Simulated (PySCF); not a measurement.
VF4, SMILES [F][V+]([F])([F])[F], charge +1, multiplicity 1. Geometry optimised at PBE-D3(BJ)/def2-SVP. The spin state was assumed, not searched. The isomer is the one that the SMILES or the coordinates give; other isomers of the formula were not compared.

Question: Give the equilibrium geometry at PBE-D3(BJ)/def2-SVP (PySCF confirms it by a frequency run) as a Z-matrix, and its point group. (Estimate from the structure and the level; the computed values follow.)

Answer: point group Td.
```
V
F 1 1.6577
F 1 1.6577 2 109.47
F 1 1.6577 2 109.47 3 -120.00
F 1 1.6577 2 109.47 3 120.00
```
Charge +1, spin multiplicity 1.
